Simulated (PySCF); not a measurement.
# Vibration and rotation of CsLi⁺

UHF-CCSD(T) constants of CsLi⁺, ²Σ⁺ (doublet), unpaired electrons σ ↑ (basis Cs def2-SVP with ECP46, Li def2-SVP; scalar-relativistic core potentials; PySCF 2.14; masses 132.9054 and 7.0160 u):

```
ωe             : 113.4 cm⁻¹
ωexe           : 0.95 cm⁻¹
Be             : 0.12869 cm⁻¹
αe             : 0.00150 cm⁻¹
De to Cs⁺ + Li : 0.352 eV
```

(1) What force constant and bond length do these constants imply?

(2) Estimate the centrifugal constant D from the Kratzer relation and find the Dunham coefficient a1.

Correlated steps freeze no core orbitals. The bond is weak. Basis-set superposition, not corrected here, can be much of De in a small basis, most of all at correlated wavefunction levels. Spin–orbit coupling is left out. For an ion De counts to the pair picked by the measured ionisation energies or electron affinities, which need not be the lowest pair at this level. The state was picked by a PBE0 search and need not be the measured ground state.

Answers

(1) Reduced mass μred = 6.6642 u; k = 5.8918×10⁻⁷·μred·ωe² (u, cm⁻¹, mdyn/Å) = 0.0505 mdyn/Å; Re = √(16.8576/(μred·Be)) (u, cm⁻¹, Å) = 4.434 Å.

(2) D = 4Be³/ωe² = 6.63e-07 cm⁻¹; a1 = −1 − αeωe/(6Be²) = -2.71.
